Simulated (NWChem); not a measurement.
**Relativistic effects in H2ISi**

```xyz
4

Si    -0.4050    -1.8169     0.0000
I      0.1004     0.5720     0.0000
H      0.1748    -2.4408    -1.2298
H      0.1748    -2.4408     1.2298
```
Charge 0, spin multiplicity 2.

Program: NWChem. The geometry was optimised at UPBE0/def2-SVP with def2 effective core potentials on I, a minimum by its harmonic frequencies.

Functional PBE, all-electron basis x2c-SVPall-2c, contracted for the X2C Hamiltonian and used here with ZORA. The ion keeps the geometry and has multiplicity 1 in the scalar run; the spin-orbit run starts from the same electron counts.

Costs are rough ratios of processor time within this set of runs, SCF included, with scalar ZORA as 1.

The structure started from a generated list of species. No SCF solution was tested for a lower state.

```tsv
Hamiltonian	ΔSCF ionisation energy (eV)	relative cost
scalar ZORA	8.32	1
spin-orbit ZORA	8.28	under 3
```

From scalar ZORA to spin-orbit ZORA the ionisation energy shrinks by 0.05 eV.
